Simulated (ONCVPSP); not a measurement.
**Reading a pseudo-wave (Sb)**

Columns: radius, all-electron u(r) and pseudo u(r) of the 4p shell (level -110.31 eV) of antimony in the configuration [Ar] 3d10 4s2 4p6 4d10 5s2 5p2; PBE, scalar-relativistic, ONCV scheme, ONCVPSP 4.0.1.

```csv
r (bohr),all-electron,pseudo
0.062,0.4570,0.0212
0.125,0.0117,0.0845
0.188,-0.5361,0.1847
0.250,-0.6900,0.3116
0.312,-0.5002,0.4572
0.375,-0.1286,0.6130
0.438,0.2809,0.7655
0.500,0.6379,0.9020
0.562,0.9142,1.0167
0.625,1.1042,1.1049
0.688,1.2107,1.1610
0.750,1.2482,1.1841
0.812,1.2357,1.1774
0.875,1.1861,1.1431
0.938,1.1128,1.0864
1.000,1.0272,1.0139
1.062,0.9355,0.9306
1.125,0.8414,0.8404
1.188,0.7500,0.7498
1.250,0.6650,0.6648
1.312,0.5861,0.5860
1.375,0.5129,0.5128
1.438,0.4469,0.4468
1.500,0.3889,0.3888
1.562,0.3374,0.3373
1.625,0.2912,0.2911
```

(1) How many radial nodes do the two functions have?

(2) At about which radius was the pseudo-wave matched?

(3) Is the pseudo-wave norm-conserving?

Answers

(1) The all-electron 4p function has n − l − 1 = 2; the pseudo-wave has 0, since the states of the same l below it are removed with the core.

(2) 1.20 bohr, where the columns begin to agree (steps of 0.06 bohr).

(3) Yes: the ONCV scheme keeps the norm inside the radius equal to the all-electron one, which fixes the energy derivative of the logarithmic derivative at the level.
